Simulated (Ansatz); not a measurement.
zinc atom (Zn), singlet. Base run: PBE0/def2-SVP (Ansatz, a first-principles code).

Ansatz was given this input:
Ansatz 0.2 input:
```yaml
crystal:
  periodic: [false, false, false]
  atoms:
    - {symbol: Zn, position_ang: [0.00000000, 0.00000000, 0.00000000]}
basis:
  gaussian:
    orbitals: def2-SVP
hamiltonian:
  xc: pbe0
```

The base run was repeated with changes; each row names its change, and settings that it needs were set with it.

```csv
change,basis functions,E (Eh)
base,31,-1778.88088
basis = cc-pVTZ-DK; relativity = spin-free X2C; nucleus = Gaussian,68,-1795.66895
basis = cc-pVTZ-DK; relativity = none,68,-1770.09239
basis = cc-pVTZ-DK; relativity = spin-free X2C,68,-1795.67782
basis = jorge-DZP-DKH; relativity = none,43,-1774.10090
basis = jorge-DZP-DKH; relativity = spin-free X2C,43,-1795.46682
basis = x2c-SVPall; relativity = spin-free X2C,36,-1795.34057
basis = x2c-SVPall; relativity = none,36,-1773.06884
basis = x2c-SVPall; relativity = spin-free X2C; nucleus = Gaussian,36,-1795.33344
basis = jorge-DZP-DKH; relativity = spin-free X2C; nucleus = Gaussian,43,-1795.45897
```

Absolute energies of different levels of theory aren't comparable as measures of quality.

Ansatz warned in this series: the basis is contracted for relativity, which the run leaves out.

Basis sets contracted for a relativistic Hamiltonian are a mismatch without it, so the rows without relativity aren't non-relativistic limits. No row has spin-orbit coupling; sets with core potentials leave out the core electrons.
